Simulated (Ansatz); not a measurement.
C6H12O2 can be A, `CC(C)OCC1CO1`, or B, `CCCC(=O)OCC`.

Calculated with Ansatz (gas phase, PBE0-D4/def2-TZVP geometries, no zero-point term in ΔE). CCSD(T)/CBS adds triple-zeta CCSD(T) − MP2 to the extrapolated MP2 energy (def2 sets, frozen cores). DFT in def2-TZVPP. B3LYP here is the variant with VWN-RPA as its local correlation; programs differ in this. One conformer a species, not always the lowest.

A:

```xyz
20

C     1.257   -0.940   -1.355
C     0.939   -0.438    0.042
C     2.084   -0.672    1.001
O     0.696    0.963    0.041
C    -0.568    1.355   -0.422
C    -1.657    1.098    0.584
C    -2.598   -0.009    0.447
O    -2.977    1.314    0.113
H     0.438   -0.752   -2.052
H     1.438   -2.018   -1.341
H     2.153   -0.443   -1.736
H     0.048   -0.958    0.419
H     1.826   -0.318    2.001
H     2.329   -1.735    1.059
H     2.971   -0.131    0.665
H    -0.836    0.876   -1.374
H    -0.504    2.431   -0.607
H    -1.461    1.487    1.583
H    -2.499   -0.689   -0.397
H    -3.081   -0.422    1.330
```

B:

```xyz
20

C     2.4757    0.4634    0.9297
C     2.3435   -0.5832   -0.1636
C     1.1416   -0.3515   -1.0619
C    -0.1729   -0.5868   -0.3677
O    -0.3235   -1.2462    0.6267
O    -1.1772    0.0102   -1.0236
C    -2.4921   -0.1753   -0.4843
C    -2.7861    0.8247    0.6070
H     2.5706    1.4675    0.5057
H     1.6038    0.4538    1.5873
H     3.3575    0.2797    1.5471
H     3.2445   -0.5868   -0.7843
H     2.2624   -1.5768    0.2844
H     1.1594   -1.0346   -1.9193
H     1.1379    0.6578   -1.4823
H    -3.1595   -0.0412   -1.3366
H    -2.5821   -1.1980   -0.1144
H    -3.8171    0.7068    0.9488
H    -2.1243    0.6704    1.4600
H    -2.6621    1.8460    0.2413
```

Which is lower in electronic energy at CCSD(T)/CBS, and by how much? (An estimate is asked.)

Ansatz gave: B, by 48.1 kcal/mol.

Give E(B) − E(A) in kcal/mol with LDA (SPW92), CCSD/def2-TZVPP, B3LYP-D4, r2SCAN-D4, PBE0-D4, BLYP-D4, ωB97M-V. (Best estimate.)

Ansatz gave: LDA (SPW92) -46.6, CCSD/def2-TZVPP -48.4, B3LYP-D4 -50.6, r2SCAN-D4 -49.6, PBE0-D4 -47.7, BLYP-D4 -51.1, ωB97M-V -48.5. None reverses the order clearly.

Largest T1 diagnostic: 0.013.

In def2-TZVPP, CCSD(T) changes the Hartree–Fock value by +5.0 kcal/mol (the triples alone add −0.1 kcal/mol) and MP2 by +5.1 kcal/mol. Leaving LDA and LC-ωPBE aside and taking each functional with its dispersion term where it has one, the values, not all of them listed here, spread over 3.7 kcal/mol, from BLYP-D4 to ωB97X-V. LDA lies +1.7 kcal/mol from PBE without D4.
